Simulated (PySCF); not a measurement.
Level of theory: PySCF 2.14.0 with PBE-D3(BJ)/def2-TZVP // PBE-D3(BJ)/def2-SVP. Gas-phase values, no solvent. Excitations are Tamm–Dancoff values on a coarser integration grid. The basis has no diffuse functions, so Rydberg states are missing or too high.

Reference species (SMILES): `[SiH3]c1ccc2cccnc2c1` (neutral, multiplicity 1).

```
Quantity                 Result
----------------------  -------
S1 oscillator strength    0.001
HOMO–LUMO gap           3.35 eV
S1–T1 gap (TDA)         0.57 eV
```

Changed species: `[SiH3]c1ccc2ncccc2c1`.

**Question.** Give the shifts of the S1 oscillator strength, HOMO–LUMO gap and S1–T1 gap (TDA).

**Answer.** the S1 oscillator strength hardly moves; the HOMO–LUMO gap hardly moves; the S1–T1 gap (TDA) is nearly the same.
